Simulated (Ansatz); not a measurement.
```yaml
crystal:
  periodic: [false, false, false]
  atoms:
    - {symbol: O, position_ang: [-1.539426, 0.931129, -1.581699]}
    - {symbol: P, position_ang: [-1.375489, 0.562803, 0.023483]}
    - {symbol: N, position_ang: [-0.147238, -0.595982, 0.099879]}
    - {symbol: Si, position_ang: [1.429925, -0.304954, 0.757150]}
    - {symbol: H, position_ang: [-1.175065, 1.801751, -1.760002]}
    - {symbol: H, position_ang: [-2.464291, -0.348215, 0.008685]}
    - {symbol: H, position_ang: [-0.293444, -1.457601, -0.410034]}
    - {symbol: H, position_ang: [1.813822, -1.400362, 1.686059]}
    - {symbol: H, position_ang: [1.357621, 0.988091, 1.478426]}
    - {symbol: H, position_ang: [2.476586, -0.227760, -0.299146]}
basis:
  gaussian: {orbitals: def2-mTZVPP}
total_charge: 1
magnetization: {spin_polarized: true, initial_magnetization: 5}
hamiltonian: {xc: {name: PBE-QIDH}}
output: {forces: true}
```

```sh
$ ansatz run in.yaml --threads 2 --pin off --events-out ev --progress --plain --max-ram 4352MiB
```

Output, abridged:

```
Functional definition: PBE-QIDH
1227 factors; integrals over basis functions are off by at most 1.1e-3 eV
mean field evaluation 1: about -20737.8561 eV, gradient 6.1e1 eV
mean field evaluation 2: about -20737.8584 eV, gradient 6.1e1 eV
mean field evaluation 4: about -20752.8918 eV, gradient 2.2e1 eV
mean field evaluation 8: about -20757.4606 eV, gradient 4.7e0 eV
mean field evaluation 16: about -20759.1180 eV, gradient 3.2e-1 eV
mean field -20759.12000610 eV, -762.8835891873 hartree, gradient 3.0e-6 eV, S^2 8.770108; 2 other end points of the search recorded, 0 dependent functions left out
12 core orbitals not correlated: weight in the atoms' cores, before any rotation towards them, 1.000 or more for the frozen orbitals, at most 0.000 for the correlated occupied ones
reference -20759.12002011 eV, -762.8835897021 hartree; 15, 10 occupied and 105, 110 virtual orbitals, 1227 factors
second order -16.35723338 eV of doubles, -0.00000000 eV of singles
Total energy: -20764.57243124 eV, -763.0839621152 hartree
Atom 0 at    -1.539426     0.931129    -1.581699 Å, force    -0.563261    -1.527123    -6.893352 eV/Å
Atom 1 at    -1.375489     0.562803     0.023483 Å, force    -3.682784     4.930510     8.697677 eV/Å
Atom 2 at    -0.147238    -0.595982     0.099879 Å, force     2.749115    -4.125610    -1.934019 eV/Å
Atom 3 at     1.429925    -0.304954     0.757150 Å, force     2.615237     0.960071     2.219434 eV/Å
Atom 4 at    -1.175065     1.801751    -1.760002 Å, force     0.270007     2.074377    -0.380690 eV/Å
Atom 5 at    -2.464291    -0.348215     0.008685 Å, force    -0.159990    -0.610608    -0.405905 eV/Å
Atom 6 at    -0.293444    -1.457601    -0.410034 Å, force    -0.109103    -1.261701    -0.392006 eV/Å
Atom 7 at     1.813822    -1.400362     1.686059 Å, force    -0.416614    -0.012643    -0.321306 eV/Å
Atom 8 at     1.357621     0.988091     1.478426 Å, force    -0.144693    -0.294926    -0.225303 eV/Å
Atom 9 at     2.476586    -0.227760    -0.299146 Å, force    -0.557913    -0.132347    -0.364530 eV/Å
Dipole moment:     0.159427    -0.147895    -0.620726 e Å
```

Question: What is wrong with this run?

Answer: The spin is set far too high for this molecule. The calculation finished and met its thresholds. The result belongs to that input, not to the molecule as meant.
